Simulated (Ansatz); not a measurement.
`O=C[O][GeH3]` and `O=COCS` differ in one atom or group.

Ansatz, PBE0-D4/def2-TZVP geometries, multiplicity 1. Each molecule was computed in one conformer, which needn't be the lowest.

Scalar relativity is left out up to krypton.

| property | `O=C[O][GeH3]` |
| --- | --- |
| HOMO–LUMO gap (B3LYP/def2-TZVPP) / eV | 7.79 |
| LUMO energy (B3LYP/def2-TZVPP) / eV | -0.32 |
| HOMO energy (PBE0/def2-TZVPP) / eV | -8.35 |
| LUMO energy (PBE0/def2-TZVPP) / eV | -0.01 |
| size of the dipole moment (PBE/def2-TZVPP) / D | 1.69 |
| LUMO energy (ωB97M-V/def2-TZVPP) / eV | 1.86 |

Q: Give the same properties after the change, and the shifts. (An estimate is asked.)

A: Ansatz gave: 
```
                                      property  `O=COCS`  shift
         HOMO–LUMO gap (B3LYP/def2-TZVPP) / eV      6.80  -0.99
           LUMO energy (B3LYP/def2-TZVPP) / eV     -0.47  -0.15
            HOMO energy (PBE0/def2-TZVPP) / eV     -7.51   0.84
            LUMO energy (PBE0/def2-TZVPP) / eV     -0.16  -0.15
size of the dipole moment (PBE/def2-TZVPP) / D      1.46  -0.23
         LUMO energy (ωB97M-V/def2-TZVPP) / eV      1.97   0.11
```

With PBE0 the HOMO rises by 0.84 eV and the LUMO falls by 0.15 eV, so the gap narrows by about 0.99 eV. PBE moves the HOMO by 0.49 eV and ωB97M-V by 1.04 eV. The zero-point energy changes by 37.4 kJ/mol with +3 modes. Dipoles are sizes alone; their direction can turn.

B3LYP here is the variant with VWN-RPA as its local correlation; programs differ in this.
